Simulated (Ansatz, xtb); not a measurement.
**Two structures of CH3F2InS**

We compare a, `C[S][In]([F])[F]`, a singlet, with b, a singlet given by its coordinates. Both are isolated molecules in the gas phase, relaxed with PBE0-D4/def2-SVP; the shapes shown needn't be the lowest conformers.

a (Å):

```xyz
8

C     0.7457   -0.0006   -1.7535
F     0.6247   -0.8694    1.5181
F    -1.4846    1.4014    2.6120
In   -0.5145    0.6701    1.0963
S    -0.4376    1.2830   -1.1804
H     1.6234    0.5034   -2.1790
H     0.2533   -0.6022   -2.5287
H     1.0661   -0.6568   -0.9335
```

b (Å):

```yaml
atoms:
  - { symbol: C, position_ang: [0.4055, 0.0345, -2.0160] }
  - { symbol: F, position_ang: [0.3001, -1.2070, -2.6697] }
  - { symbol: F, position_ang: [-0.4227, -2.7114, -0.0307] }
  - { symbol: In, position_ang: [1.3874, -2.4128, -0.7314] }
  - { symbol: S, position_ang: [1.8138, -0.0160, -0.8835] }
  - { symbol: H, position_ang: [0.5651, 0.8042, -2.7843] }
  - { symbol: H, position_ang: [-0.5472, 0.1937, -1.4920] }
  - { symbol: H, position_ang: [2.4099, -3.7508, -1.0010] }
```

Close contacts (Å): C1–F2 1.41, C1–S5 1.81, F2–In4 2.53, F3–In4 1.96, In4–S5 2.44, C1–H6 1.10, C1–H7 1.10, In4–H8 1.71.

Problem. Which of the two would you expect CCSD(T)/def2-SVP + ΔMP2/def2-TZVPP electronic energies to favour?

Solution. Structure a; the calculation gives E(b) − E(a) = +1.233 eV.

The same difference at several levels:

| level | geometry | E(b) − E(a) (eV) | departure from the last row (eV) | job, with rough time for the two |
| --- | --- | --- | --- | --- |
| GFN2-xTB | GFN2-xTB | +1.130 | −0.103 | optimisation, 0.19 s |
| HF/STO-3G | GFN2-xTB | +0.156 | −1.078 | single point, 0.86 s |
| r2SCAN-D4/def2-SVP | GFN2-xTB | +1.028 | −0.206 | single point, 3.6 s |
| PBE0-D4/def2-SVP | PBE0-D4/def2-SVP | +1.056 | −0.177 | optimisation, 90 s |
| HF/def2-SVP | PBE0-D4/def2-SVP | +1.112 | −0.122 | part of the CCSD(T) run |
| MP2/def2-SVP | PBE0-D4/def2-SVP | +1.316 | +0.082 | part of the CCSD(T) run |
| CCSD(T)/def2-SVP | PBE0-D4/def2-SVP | +1.192 | −0.041 | single point |
| CCSD(T)/def2-SVP + ΔMP2/def2-TZVPP | PBE0-D4/def2-SVP | +1.233 |  | single point, 36 s |

None of the levels shown reverses the order. The largest departure from CCSD(T)/def2-SVP + ΔMP2/def2-TZVPP is that of HF/STO-3G, 1.078 eV. The last row adds to CCSD(T) the change of the MP2 difference between the two basis sets, here +0.041 eV.

With harmonic frequencies from PBE0-D4/def2-SVP (ideal gas, rigid rotor, one conformer each, 298.15 K, 1 atm): the zero-point term adds −0.078 eV; ΔH is +1.141 and ΔG +1.183 eV.

The correlated steps freeze 12 core orbitals; the filled d shell of In is correlated, in a basis made for valence electrons. Atoms past krypton carry core potentials in the def2 sets, other sets are all-electron and non-relativistic, and no spin–orbit term is included. Mirror images aren't counted in ΔG. Run with Ansatz 0.2.0, xtb 6.7.1; the last row on 2 threads of Arm Neoverse V2 on a shared host.
